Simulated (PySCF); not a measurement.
## Peak assignment

Structure with atom numbers: `[CH3:1][C:2]([CH3:3])([CH3:4])[BH:5][CH:6]1[CH2:7][CH2:8]1` (H(Xn): hydrogen on atom n). Ha(C7), Ha(C8) are cis to B5 on the ring; Hb(C7), Hb(C8) are trans to B5 on the ring.

One conformer, isolated molecule, non-relativistic Hamiltonian, one averaged value for each set of equivalent atoms. Shieldings: GIAO PBE0/pcSseg-1; geometry: PBE0-D3(BJ)/def2-SVP; PySCF 2.14.

Chemical shifts δ = σref − σ; ¹³C, ¹H against TMS, all at this level.

**Question.** Assign these signals to the numbered atoms. ¹³C{¹H} NMR (computed): δ 27.0, 26.9, 10.7, 10.6.

**Answer.** 
27.0 → C1/C3/C4, methyl carbon: aliphatic region, no heteroatom directly attached
26.9 → C2, fully substituted sp3 carbon bonded to B
10.7 → C6, three-membered-ring carbon: carbons of three-membered rings are unusually shielded
10.6 → C7/C8, three-membered-ring carbon

C1/C3/C4 and C2; C6 and C7/C8 lie closer than the usual error of such a calculation, so a measured spectrum could show them in the other order.

**Question.** Assign these signals to the numbered atoms. ¹H NMR (500 MHz, computed): δ 5.77 (br, 1H), 1.04 (m, 2H), 0.98 (s, 9H), 0.85 (m, 2H), 0.62 (m, 1H).

**Answer.** 
5.77 → H(B5), hydrogen on a boron bonded to 2 C
1.04 → Hb(C7)/Hb(C8), hydrogen on a three-membered-ring carbon: cyclopropane-type protons are shielded by the ring
0.98 → H(C1)/H(C3)/H(C4), hydrogen on a methyl carbon
0.85 → Ha(C7)/Ha(C8), hydrogen on a three-membered-ring carbon: cyclopropane-type protons are shielded by the ring
0.62 → H(C6), hydrogen on a three-membered-ring carbon

Hb(C7)/Hb(C8) and H(C1)/H(C3)/H(C4) lie closer than the usual error of such a calculation, so a measured spectrum could show them in the other order.

Hydrogens on boron are broadened and split by ¹¹B (spin 3/2, 80 %) and 10B (spin 3). A carbon bonded to boron is broadened by the quadrupolar boron nucleus and is often missing from a measured spectrum. Shifts are as computed. Against solution values, carbons near 30 ppm lie about +2 ppm off and those near 130 ppm about +5 ppm. Of 1211 compounds with measured shifts, 218 miss one by over three times the rms of a fit or turn the order of signals round; such compounds aren't used in these exercises. Multiplicities follow the n + 1 count of equivalent neighbours, as no J values were calculated; m marks all less simple cases, F and P coupling included.
